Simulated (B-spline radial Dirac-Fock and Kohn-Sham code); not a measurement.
# Core-hole lifetimes of Pm³⁺

System: promethium as Pm³⁺ in the configuration [Xe] 4f3 6s1 (not the ground configuration).

The computed values come from an atomic code on a B-spline grid: independent-particle rates on relativistic LDA orbitals of the hole state (multipoles up to L = 3, Coulomb Auger matrix elements, transition energies from Dirac-Fock).

Partial widths are in eV. Coster-Kronig decay leaves a hole in the same principal shell; its rates are the weakest part of the model, often 1.5 to 2.5 times too large and more for N holes. Holes without an open Auger channel, or with an unreliable SCF state, are not listed.

```csv
hole,radiative,Auger,Coster-Kronig,total,fluorescence yield,lifetime (fs)
K (1s),16.7,1.35,0,18.0,0.925,0.0365
L1 (2s),0.318,1.69,2.12,4.13,0.0770,0.159
L2 (2p1/2),0.528,2.55,0.632,3.71,0.142,0.178
L3 (2p3/2),0.491,2.99,0,3.48,?,?
M1 (3s),0.0104,0.656,7.79,8.45,0.00123,0.0779
M2 (3p1/2),0.0103,0.733,5.38,6.13,0.00168,0.107
M3 (3p3/2),0.0105,0.794,4.53,5.34,0.00196,0.123
M4 (3d3/2),0.00285,0.862,0,0.865,0.00329,0.761
M5 (3d5/2),0.00266,0.880,0,0.883,0.00302,0.746
N1 (4s),0.000338,0.107,5.40,5.51,6.14e-05,0.120
N2 (4p1/2),0.000625,0.106,4.73,4.84,0.000129,0.136
N3 (4p3/2),0.000472,0.111,4.95,5.06,9.32e-05,0.130
N4 (4d3/2),0.000133,0.0688,0.618,0.687,0.000193,0.959
N5 (4d5/2),0.000121,0.0740,0.618,0.692,0.000175,0.951
```

Question: What are the fluorescence yield and the lifetime of the L3 (2p3/2) hole?

Answer: The yield is the radiative width over the total, 0.141, and the lifetime is ħ/Γ = 0.189 fs.
